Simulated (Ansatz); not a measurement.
Gas-phase electronic energies from Ansatz, PBE0-D4/def2-TZVP geometries. CCSD(T)/CBS is the MP2 limit (def2-TZVPP, def2-QZVPP) plus CCSD(T) − MP2 in def2-TZVPP, frozen cores. Functionals use def2-TZVPP. def2 core potentials past Kr. For Sb outer-core shells are correlated without core-valence functions, which leaves a few kJ/mol of doubt a bond. Each species was taken in one conformer, which may not be the lowest.

`C[SiH](Cl)CCl` + `O[BH][SbH2]` → `C[SiH](Cl)[SbH2]` + `OBCCl`  (redistribution)

Question: Is it downhill or uphill in electronic energy at CCSD(T)/CBS, and by how much? (An estimate is asked.)

Answer: Computed: Downhill: ΔE = -0.51 eV.

Question: What do these levels give: PBE-D4, B2PLYP, r2SCAN, MP2/def2-TZVPP, HF/def2-QZVPP, MP2/def2-QZVPP? (An estimate is asked.)

Answer: Ansatz gave: PBE-D4 -0.57, B2PLYP -0.51, r2SCAN -0.54, MP2/def2-TZVPP -0.48, HF/def2-QZVPP -0.49, MP2/def2-QZVPP -0.50 eV.

Largest T1 diagnostic among the species: 0.015.
